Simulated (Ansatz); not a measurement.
Basis-set extrapolation for FH$_{4}$NO$_{2}$Si (`N[Si](O)(O)F`) (PBE0-D4/def2-TZVP geometry, frozen core, the Gaussian-basis code of Ansatz). Multiplicity 1, RHF reference.

```
                      def2-TZVPP   def2-QZVPP
                 HF  -595.265449  -595.290456
    MP2 correlation    -1.056770    -1.146842
CCSD(T) correlation    -1.107366    -1.193493
```

Energies in hartree. Use E(X) = E(∞) + A·exp(−7.88·√X) for Hartree–Fock and E(X) = E(∞) + B·X^(−2.97) for correlation, with X = 3 and 4.

**Question.** What is the CCSD(T) energy at the basis-set limit?

**Answer.** HF limit: -595.290456 + (-0.025007) × 0.13774 = -595.29390. Correlation limit: -1.193493 + (-0.086127) × 0.74074 = -1.25729. Total: -596.55119 hartree, 468.3 kJ/mol below CCSD(T)/def2-TZVPP.
